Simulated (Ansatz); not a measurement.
## The HOMO–LUMO gap down a group: F to I

All atoms of one element are swapped for its congeners: PF3 (phosphorus trifluoride) `FP(F)F`; PBr3 (phosphorus tribromide) `BrP(Br)Br`; PI3 (phosphorus triiodide) `IP(I)I`. The Cl member is missing. All are singlets with charge 0.

Shapes, held fixed at every level: PBE0-D4/def2-TZVP. Programs: Ansatz 0.2.0. Values in eV.

| level | PF3 | PBr3 | PI3 |
| --- | --- | --- | --- |
| SPW92/def2-TZVPP | 6.51 | 3.79 | 2.72 |
| r2SCAN-D4/def2-TZVPP | 7.18 | 4.28 | 3.11 |
| B3LYP-D4/def2-TZVPP | 8.55 | 5.37 | 4.09 |
| BHLYP-D4/def2-TZVPP | 11.41 | 7.72 | 6.18 |
| PBE0-D4/def2-TZVPP | 9.02 | 5.80 | 4.49 |
| wB97M-V/def2-TZVPP | 13.40 | 9.80 | 8.25 |
| wB97X-V/def2-TZVPP | 13.71 | 10.05 | 8.49 |

At wB97X-V/def2-TZVPP the HOMO–LUMO gap falls at every step, from 13.71 to 8.49 eV. Every level shows the same order. For atoms past krypton def2 sets carry core potentials with scalar relativity. Relativity is left out for Br unless named. Orbital gaps aren't excitation energies, and the LUMO depends on the basis.
